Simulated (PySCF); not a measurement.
Vertical excitation energies

C₄H₄F₄O.
InChI=1S/C4H4F4O/c5-3(6)1-2-9-4(7)8/h1-4H/b2-1+

Computed with PySCF, TDDFT PBE0/def2-SVPD, vertical, gas phase, core orbitals frozen in the response. One conformer (not necessarily the lowest) at the GFN2-xTB geometry, without solvent, vibrations or thermal averaging. Torsions of this conformer, `[F:1][CH:2]([F:3])/[CH:4]=[CH:5]/[O:6][CH:7]([F:8])[F:9]`: F1–C2–C4–C5 113°, C4–C5–O6–C7 10°, C5–O6–C7–F8 172°.

Problem. What does the calculation give for the low-lying excited states?

Solution. 

```tsv
state	E (eV)	E (hartree)	f	|μ| (D)	main configurations (H = HOMO, L = LUMO)
S1	7.12	0.2615	0.355	3.63	H→L (94%)
S2	7.62	0.2799	0.037	1.13	H→L+1 (90%)
S3	7.86	0.2887	0.014	0.69	H→L+2 (86%)
S4	8.06	0.2962	0.0014	0.21	H-1→L (96%)
S5	8.15	0.2996	0.0085	0.52	H→L+3 (90%)
S6	8.69	0.3192	0.0031	0.30	H-2→L (72%), H→L+4 (13%)
S7	8.76	0.3218	0.0097	0.54	H→L+4 (66%), H-2→L (13%), H→L+5 (10%)
S8	9.00	0.3309	0.011	0.57	H→L+5 (80%), H→L+4 (11%)
```

Triplets (Tamm–Dancoff): T1 4.40 eV, H→L (95%); T2 7.45 eV, H→L+1 (85%), H→L+2 (10%); T3 7.69 eV, H→L+2 (75%), H→L+1 (10%).

The lowest singlet lies at 7.12 eV (174 nm, vacuum ultraviolet) and is strong; its leading configuration is HOMO→LUMO (94%). The lowest level is also the most intense of those listed (f = 0.355). Löwdin shares by element: HOMO carbon 66% or more, oxygen 21%; LUMO carbon 69% or more, oxygen 10% (atoms not listed hold the other 21%). Weighted by f, the mean energy of these states is 7.30 eV. Of the 8 states listed, 4 reach f = 0.01 and none stays under 0.0005. The oscillator strengths of these states sum to 0.439; summed over the whole spectrum of an exact calculation they would give the number of electrons, 72 (Thomas–Reiche–Kuhn). The window holds the lowest 8 singlets.
